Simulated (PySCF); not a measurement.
## BF₃: one-bond stretch

All numbers come from PySCF, wB97X, basis B def2-TZVP, F def2-TZVP (no relativity, density fitting).

Rigid scan from the singlet minimum (B–F 1.316 Å (×3); F–B–F 120.0° (×3)). Coordinate: the bond from B to the last atom (F) scaled, the rest fixed. Energies in kJ/mol from the minimum.

Q: Predict the curve at 0.92, 0.96, 1.00, 1.05, 1.12, 1.20, 1.35, 1.55, 1.80, 2.20.

A: 
```
scale of one bond  E (kJ/mol)  dipole size (D)
             0.92        30.8             0.49
             0.96         6.9             0.24
             1.00         0.0             0.00
             1.05         8.4             0.30
             1.12        40.8             0.72
             1.20        94.3             1.19
             1.35       211.2             2.04
             1.55       362.7                –
             1.80       520.7                –
             2.20       701.1                –
```

At long bonds a restricted determinant can lie too high, and another spin state can fall below this curve.

The scan took 9.8 s on 4 threads of a shared AMD EPYC 7R43 64-Core (Zen 3) host; the process peaked at 1.4 GiB.
